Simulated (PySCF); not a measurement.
C5H5F, SMILES C=C=CC(=C)F.

Coordinates come from a PBE-D3(BJ)/def2-SVP optimisation. The structure was generated by enumeration, and PubChem lists no compound with its InChIKey, so it may never have been made. The values are those of a single conformer.

Two levels are set side by side: PBE/def2-TZVP (PySCF) and ωB97X/def2-TZVP (PySCF). Same geometry, gas phase. Differences are taken from unrounded values.

```csv
quantity,PBE
orbital gap (eV),3.86
highest occupied level (eV),-5.78
lowest empty level (eV),-1.92
dipole moment (D),1.25
mean polarisability (bohr³),71.2
```

### Question
These are the PBE values. What does ωB97X give? (The exact figures need the calculation; the answer reports its results.)

### Answer

```
quantity                     ωB97X  PBE minus ωB97X
---------------------------  -----  ---------------
orbital gap (eV)             10.10            -6.24
highest occupied level (eV)  -9.03             3.25
lowest empty level (eV)       1.07            -2.99
dipole moment (D)             1.38            -0.13
mean polarisability (bohr³)   69.1              2.1
```

Without exact exchange PBE keeps part of each electron's self-repulsion, which lifts occupied levels and narrows the gap. Loosely held outer electrons make PBE densities more polarisable. Differences between two approximate levels are no errors against the true value.

Rough cost on one machine, each run with all the roots and properties that it gave: ωB97X against PBE within a factor of 2.
